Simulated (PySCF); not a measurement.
Molecule: SMILES C=CC(=O)CC(N)=O, C5H7NO2.

Bonds (- single, = double, # triple, : aromatic): C1=C2, C2-C3, C3=O4, C3-C5, C5-C6, C6-N7, C6=O8. C1 carries H9, H10; C2 carries H11; C5 carries H12, H13; N7 carries H14, H15. H9 is cis to C3; H15 is cis to the C=O or C=S heteroatom; H10 is trans to C3; H14 is trans to the C=O or C=S heteroatom.

Frames of a GFN2-xTB Langevin trajectory at 400 K; GIAO PBE0/pcSseg-1 shieldings in PySCF 2.14, gas phase, non-relativistic; equivalent atoms averaged within each frame.

Shifts are taken against calculated references (same method and geometry level): TMS for $^{13}$C (186.93 ppm), $^{1}$H (31.72 ppm); $^{17}$O (336.08 ppm) vs H2O; $^{15}$N (267.73 ppm) against NH3. The references are static minima.

How do the shifts (ppm) fluctuate along the trajectory?

## Answers


```csv
time (fs),C3,C6,C1,C2,C5,O4,O8,N7,H14,H10
250,211.8,163.3,148.7,143.6,65.2,604.3,424.5,117.0,8.80,7.37
425,210.1,175.0,143.0,144.3,60.8,623.6,481.0,110.5,6.71,5.82
625,202.6,166.3,137.3,151.6,63.6,605.7,443.1,118.9,7.98,5.70
800,190.2,175.8,138.7,144.2,60.5,585.1,501.8,130.8,5.81,6.84
1000,204.9,168.2,122.8,151.8,70.4,636.7,440.7,119.5,5.01,5.50
mean of frames,203.9,169.7,138.1,147.1,64.1,611.1,458.2,119.3,6.86,6.25
standard deviation,8.5,5.5,9.6,4.2,4.0,19.8,32.0,7.3,1.55,0.81
```

5 frames give an uncertainty of the mean of about the standard deviation over 2.2 at best, since frames this close in time may not be independent; classical motion lacks zero-point vibration, and the reference would need the same averaging.
